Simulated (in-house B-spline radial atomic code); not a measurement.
Configurations of neutral zinc, with energies counted from [Ar] 3d10 4s2. Level of theory: Dirac-Hartree-Fock, average of configuration, Fermi nucleus of rms radius 3.9283 fm; calculated with an all-electron radial atomic-structure program (B-spline basis). Energies include first-order Breit, QED and recoil terms.

Occupations are held fixed; configurations that lie above the ionisation limit could autoionise.

| configuration | E - E(ref) (eV) | highest orbital | its <r> (bohr) |
| --- | --- | --- | --- |
| [Ar] (3d3/2)3 (3d5/2)6 4s2 5s1 | 12.222 | 5s1/2 | 7.88 |
| [Ar] (3d3/2)4 (3d5/2)5 4s2 7s1 | 13.831 | 7s1/2 | 27.67 |
| [Ar] (3d3/2)3 (3d5/2)6 4s2 (7d5/2)1 | 14.518 | 7d5/2 | 50.2 |
| [Ar] (3d3/2)3 (3d5/2)6 4s2 (7f7/2)1 | 14.623 | 7f7/2 | 67.45 |
| [Ne] 3s2 (3p1/2)2 (3p3/2)3 3d10 4s2 5s1 | 94.363 | 5s1/2 | 7.862 |
| [Ne] 3s2 (3p1/2)2 (3p3/2)3 3d10 4s2 (6f5/2)1 | 96.669 | 6f5/2 | 47.96 |

Question: Order these further configurations by energy, lowest first.
A. [Ne] 3s2 (3p1/2)1 (3p3/2)4 3d10 4s2 (6p3/2)1
B. [Ar] 3d10 4s1 (5f5/2)1
C. [Ar] 3d10 4s1 (7d5/2)1
D. [Ar] 3d10 4s1 (4f7/2)1
E. [Ar] 3d10 4s1 (4d5/2)1

Answer: E (6.2622 eV), D (6.9351 eV), B (7.2413 eV), C (7.406 eV), A (99.121 eV).

Question: How far above the reference does [Ne] 3s2 (3p1/2)2 (3p3/2)3 3d10 4s2 (6d3/2)1 lie?

Answer: 96.494 eV; its least bound orbital is 6d3/2 with <r> = 33.82 bohr.
